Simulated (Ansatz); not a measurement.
Spectroscopic constants of BeCd, multiplicity 3 (an upper state: multiplicity 1 came lower at CCSD(T)/def2-TZVPP on PBE0 minima). No spin–orbit coupling.

Constants: fifth-degree fit in 1/R to seven points, most abundant isotopes. Runs in def2 and cc sets follow the lowest solution found near the PBE0 minimum.

The values were computed with Ansatz (Gaussian basis) for Hartree–Fock, density functionals and correlated methods. Values without a source in brackets are computed. In def2 rows elements past Kr take small-core potentials, without spin–orbit coupling.

```json
[
 {"level": "PBE/def2-TZVPP", "r_e (Å)": "2.338", "ω_e (cm⁻¹)": "401", "ω_e x_e (cm⁻¹)": "3.4", "α_e (cm⁻¹)": "0.0039", "dipole (D)": "1.26"},
 {"level": "PBE0/def2-TZVPP", "r_e (Å)": "2.341", "ω_e (cm⁻¹)": "406", "ω_e x_e (cm⁻¹)": "3.5", "α_e (cm⁻¹)": "0.0038", "dipole (D)": "1.48"},
 {"level": "CCSD/def2-TZVPP", "r_e (Å)": "2.374", "ω_e (cm⁻¹)": "384", "ω_e x_e (cm⁻¹)": "3.9", "α_e (cm⁻¹)": "0.0041", "dipole (D)": "-"},
 {"level": "CCSD(T)/def2-TZVPP", "r_e (Å)": "2.367", "ω_e (cm⁻¹)": "388", "ω_e x_e (cm⁻¹)": "3.7", "α_e (cm⁻¹)": "0.0039", "dipole (D)": "-"}
]
```

Correlated levels freeze the inner cores; with def2 sets outer-core shells near the valence are correlated too.

Ansatz is a quantum-chemistry and plane-wave program.
